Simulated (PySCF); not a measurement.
UHF on Ar²⁺ (argon, charge +2)

Configuration: [Ne] 3s2 3p4, high-spin 3P determinant. Calculation: PySCF 2.14, in x2c-TZVPall (5s5p2d1f, 37 functions); scalar relativity by spin-free X2C-1e.

- Total energy: -527.110034 hartree
- One-electron energy: -712.0507 hartree
- Hartree (Coulomb) energy: 214.5802 hartree
- Exchange energy: -29.6395 hartree
- ⟨S²⟩: 2.0095
- ⟨L²⟩: 2.032
- Sum of ⟨r⟩: 11.80 bohr
- Sum of ⟨r²⟩: 15.73 bohr²
- Traceless quadrupole moment −½Σ⟨3z² − r²⟩ along its main axis: -1.04 e·bohr²
- Langevin diamagnetic susceptibility: -12.5 ×10⁻⁶ cm³/mol
- Time after the integrals: 0.16 s of wall time on 1 thread of Neoverse-N1 (shared host)

```tsv
shell	electrons	mean orbital energy (hartree)	spread (hartree)	rms radius, mean of both spins (bohr)
1s α	1	-120.23178	0	0.0991
1s β	1	-120.19665	0	0.0991
2s α	1	-13.52491	0	0.446
2s β	1	-13.49408	0	0.446
2p α	3	-10.70055	0.03380	0.416
2p β	3	-10.64293	0.02767	0.416
3s α	1	-2.34871	0	1.44
3s β	1	-2.05635	0	1.44
3p α	3	-1.60053	0.09454	1.59
3p β	1	-1.48483	0	1.59
```

Densities and radii are taken from the X2C orbitals without a picture-change correction, which distorts them close to the nucleus.
